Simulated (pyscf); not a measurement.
# F–SnH₂–SnH₃, singlet

Gas-phase minimum from PySCF at ωB97X-D3(BJ)/def2-SVP, one conformer. 

SMILES: [F][SnH2][SnH3]
```xyz
8

F     -0.0552     0.2683     2.1182
Sn    -1.3789    -0.1976     0.7617
Sn    -0.0638     0.1245    -1.5944
H     -2.6730     0.8823     1.0433
H     -1.8275    -1.8022     1.1415
H      0.4089     1.7525    -1.7722
H      1.3138    -0.8788    -1.6193
H     -1.0894    -0.3029    -2.8922
```

Bond lengths (Å): F1–Sn2 1.952, Sn2–Sn3 2.717, Sn2–H4 1.709, Sn2–H5 1.709, Sn3–H6 1.705, Sn3–H7 1.704, Sn3–H8 1.708. Angles (°): F1–Sn2–Sn3 104.2, F1–Sn2–H4 104.4, F1–Sn2–H5 104.3, Sn3–Sn2–H4 115.8, Sn3–Sn2–H5 115.5, H4–Sn2–H5 111.0, Sn2–Sn3–H6 109.7, Sn2–Sn3–H7 109.5, Sn2–Sn3–H8 109.8, H6–Sn3–H7 109.7, H6–Sn3–H8 109.0, H7–Sn3–H8 109.1.

Properties at ωB97X-D3(BJ)/def2-SVP:

```
Item                                                                                                                                                                                                             Result
---------------------------------------------------------------------------------------------------------------------  ------------------------------------------------------------------------------------------------
Harmonic wavenumbers, unscaled                                                                                         62, 91, 208, 289, 391, 443, 557, 619, 654, 695, 743, 753, 755, 1965, 1972, 1973, 1983, 1985 cm⁻¹
Zero-point energy                                                                                                                                                                                         23.1 kcal/mol
Rotational symmetry number                                                                                                                                                                                            1
Entropy of this conformer at 298 K and 1 atm, rigid rotor and harmonic oscillator, modes under 100 cm⁻¹ raised to 100                                                                                   358.1 J/(mol K)
Dipole moment                                                                                                                                                                                                    2.80 D
```

Single-point totals, which compare only within one level:

```
level                   total energy (hartree)
----------------------  ----------------------
ωB97X-D3(BJ)/def2-TZVP              -531.68470
PBE/def2-TZVP                       -531.38850
r²SCAN/def2-TZVP                    -531.62053
B3LYP-D3(BJ)/def2-TZVP              -531.66815
PBE0-D3(BJ)/def2-TZVP               -531.41821
M06-2X/def2-TZVP                    -531.31305
ωB97M-D3(BJ)/def2-TZVP              -531.59104
```

Soft torsions are taken as harmonic, which can shift the entropy by several J/(mol K). Elements past Kr carry the def2 core potentials, without spin-orbit coupling.
